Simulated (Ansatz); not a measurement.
`[CH3][Zn][Se]C` + `BNC=C` → `C=C[NH][Zn][CH3]` + `B[Se]C`  (redistribution)

Gas-phase electronic energies from Ansatz, PBE0-D4/def2-TZVP geometries. CCSD(T)/CBS adds triple-zeta CCSD(T) − MP2 to the extrapolated MP2 energy (def2 sets, frozen cores). Functionals use def2-TZVPP. B3LYP here is the variant with VWN-RPA as its local correlation; programs differ in this. For Se, Zn outer-core shells are correlated without core-valence functions, which leaves a few kJ/mol of doubt a bond. Scalar relativity is left out up to krypton. One conformer a species, not always the lowest.

`[CH3][Zn][Se]C`:

Cartesian coordinates in Å:
```
C 2.369 -0.236 0.796
Zn 0.438 -0.414 0.756
Se -1.849 -0.635 0.721
C -2.230 0.342 -0.945
H 2.728 0.225 -0.126
H 2.681 0.388 1.636
H 2.843 -1.215 0.897
H -1.749 -0.136 -1.795
H -1.920 1.381 -0.865
H -3.310 0.300 -1.075
```

`BNC=C`:

Z-matrix (Å, degrees):
```
B
N 1 1.395
H 1 1.196 2 118.6
H 1 1.194 2 118.6 3 180.0
C 2 1.390 1 126.4 3 0.0
H 2 1.010 1 119.6 3 -180.0
C 5 1.328 2 125.2 1 -180.0
H 5 1.085 2 113.4 1 0.0
H 7 1.081 5 120.4 2 -180.0
H 7 1.085 5 122.0 2 0.0
```

`C=C[NH][Zn][CH3]`:

Cartesian coordinates in Å:
```
C -1.197 1.680 0.891
C -1.722 0.994 -0.132
N -1.147 -0.056 -0.804
Zn 0.505 -0.771 -0.441
C 2.229 -1.546 -0.087
H -1.743 2.493 1.346
H -0.215 1.451 1.299
H -2.711 1.282 -0.487
H -1.726 -0.419 -1.542
H 2.322 -2.523 -0.567
H 3.029 -0.905 -0.463
H 2.375 -1.681 0.987
```

`B[Se]C`:

Cartesian coordinates in Å:
```
B -1.201 0.308 1.119
Se -0.582 -1.088 0.015
C 0.941 -0.271 -0.889
H -0.653 1.368 1.120
H -2.151 0.063 1.796
H 1.046 0.755 -0.545
H 0.764 -0.293 -1.963
H 1.837 -0.843 -0.653
```

```json
{"level": "B97M-V", "ΔE (kJ/mol)": "120.5"}
{"level": "B3LYP", "ΔE (kJ/mol)": "132.7"}
{"level": "HF/def2-TZVPP", "ΔE (kJ/mol)": "151.2"}
{"level": "SCS-MP2/def2-TZVPP", "ΔE (kJ/mol)": "120.6"}
```

**Question.** What does CCSD(T)/CBS give? (Estimate.)

**Answer.** Ansatz gave: +125.7 kJ/mol. The listed levels differ from it by -5.2, 7.0, 25.5, -5.1 kJ/mol.

Largest T1 diagnostic among the species: 0.014.

From PBE to PBE0 (25 % exact exchange), in def2-TZVPP and without D4, ΔE moves by +7.0 kJ/mol. At CCSD(T), def2-SVP lies +8.9 kJ/mol from the extrapolated value and def2-TZVPP −6.8 kJ/mol.

CCSD(T)/CBS has its own doubt, a few kJ/mol and more with outer-core shells, so smaller differences from it don't rank the levels.
